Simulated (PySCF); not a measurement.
A series of related molecules.

All values: PBE0/pcSseg-1 (PySCF) at GFN2-xTB geometries, gas phase, one conformer each.

(1) Rank by the highest IAO charge on any atom, lowest value first.
A. `C=CC/P=P/N(C)C`
B. `C=CC/P=P/CCC#N`
C. `[SiH3]C/P=P/N1CCCC1`
D. `C=CC/P=P/N([SiH3])[SiH3]`

(2) Rank by the lowest Hirshfeld charge on any atom, lowest value first.
A. `C(C/P=P/CC=C)C#N`
B. `[SiH3]C/P=P/N1CCCC1`
C. `C=CC/P=P/N([SiH3])[SiH3]`
D. `C=CC/P=P/N(C)C`

(3) Rank by the lowest IAO charge on any atom, lowest value first.
A. `C=CC/P=P/CC#N`
B. `C=CC/P=P/N([SiH3])[SiH3]`
C. `C=CC/P=P/C[SiH3]`
D. `C=CC/P=P/CCC#N`

Results:

(1) B (+0.182 e), A (+0.266 e), C (+0.607 e), D (+0.738 e).

(2) C (-0.287 e), A (-0.227 e), B (-0.210 e), D (-0.118 e).

(3) B (-0.923 e), C (-0.725 e), A (-0.476 e), D (-0.431 e).

All values together:

| SMILES | change | formula | μ (D) | HOMO (eV) | LUMO (eV) | lowest IAO charge (e) | highest IAO charge (e) | lowest Hirshfeld charge (e) | highest Hirshfeld charge (e) |
| --- | --- | --- | --- | --- | --- | --- | --- | --- | --- |
| C=CC/P=P/C[SiH3] | parent | C4H10P2Si | 0.30 | -6.93 | -2.52 | -0.725 (C) | +0.609 (Si) | -0.209 (C) | +0.309 (Si) |
| [SiH3]C/P=P/N1CCCC1 | allyl replaced by N-pyrrolidinyl | C5H13NP2Si | 2.86 | -5.75 | -1.65 | -0.711 (C) | +0.607 (Si) | -0.210 (C) | +0.297 (Si) |
| [SiH3]C/P=P/C1CCC1 | allyl replaced by cBu | C5H12P2Si | 0.30 | -6.88 | -2.41 | -0.725 (C) | +0.608 (Si) | -0.210 (C) | +0.307 (Si) |
| C=CC/P=P/CC#N | CH2SiH3 replaced by CH2CN | C5H7NP2 | 4.02 | -7.38 | -2.96 | -0.476 (C) | +0.193 (H) | -0.234 (N) | +0.082 (P) |
| C=CC/P=P/CCC#N | CH2SiH3 replaced by C2H4CN | C6H9NP2 | 3.12 | -7.08 | -2.68 | -0.431 (C) | +0.182 (H) | -0.227 (N) | +0.084 (P) |
| C=CC/P=P/N([SiH3])[SiH3] | CH2SiH3 replaced by N(SiH3)2 | C3H11NP2Si2 | 0.82 | -6.42 | -2.20 | -0.923 (N) | +0.738 (Si) | -0.287 (N) | +0.344 (Si) |
| C=CC/P=P/N(C)C | CH2SiH3 replaced by NMe2 | C5H11NP2 | 2.51 | -5.92 | -1.73 | -0.420 (C) | +0.266 (P) | -0.118 (C) | +0.087 (P) |

Conformers: `[CH2:1]=[CH:2][CH2:3]/[P:4]=[P:5]/[CH2:6][SiH3:7]` with C1–C2–C3–P4 12°, C2–C3–P4–P5 -101°, P4–P5–C6–Si7 -88°; `[SiH3:1][CH2:2]/[P:3]=[P:4]/[N:5]1[CH2:6][CH2:7][CH2:8][CH2:9]1` with Si1–C2–P3–P4 -100°, P3–P4–N5–C6 177°, P4–N5–C6–C7 -151°, N5–C6–C7–C8 -37°, C6–C7–C8–C9 37°, C7–C8–C9–N5 -24°; `[SiH3:1][CH2:2]/[P:3]=[P:4]/[CH:5]1[CH2:6][CH2:7][CH2:8]1` with Si1–C2–P3–P4 89°, P3–P4–C5–C6 116°, P4–C5–C6–C7 105°, C5–C6–C7–C8 11°, C6–C7–C8–C5 -11°, P4–C5–C8–C7 -104°; `[CH2:1]=[CH:2][CH2:3]/[P:4]=[P:5]/[CH2:6][C:7]#[N:8]` with C1–C2–C3–P4 -107°, C2–C3–P4–P5 12°, P4–P5–C6–C7 -59°; `[CH2:1]=[CH:2][CH2:3]/[P:4]=[P:5]/[CH2:6][CH2:7][C:8]#[N:9]` with C1–C2–C3–P4 -103°, C2–C3–P4–P5 -95°, P4–P5–C6–C7 -108°, P5–C6–C7–C8 59°; `[CH2:1]=[CH:2][CH2:3]/[P:4]=[P:5]/[N:6]([SiH3:7])[SiH3:8]` with C1–C2–C3–P4 106°, C2–C3–P4–P5 -91°, P4–P5–N6–Si7 -5°; `[CH2:1]=[CH:2][CH2:3]/[P:4]=[P:5]/[N:6]([CH3:7])[CH3:8]` with C1–C2–C3–P4 108°, C2–C3–P4–P5 86°, P4–P5–N6–C7 -168°.

Give the shifts from the parent, `C=CC/P=P/C[SiH3]`.

```tsv
SMILES	change in μ (D)	change in HOMO (eV)	change in LUMO (eV)
[SiH3]C/P=P/N1CCCC1	+2.56	+1.18	+0.87
[SiH3]C/P=P/C1CCC1	0.00	+0.05	+0.11
C=CC/P=P/CC#N	+3.72	-0.45	-0.44
C=CC/P=P/CCC#N	+2.82	-0.15	-0.16
C=CC/P=P/N([SiH3])[SiH3]	+0.52	+0.51	+0.32
C=CC/P=P/N(C)C	+2.21	+1.01	+0.79
```
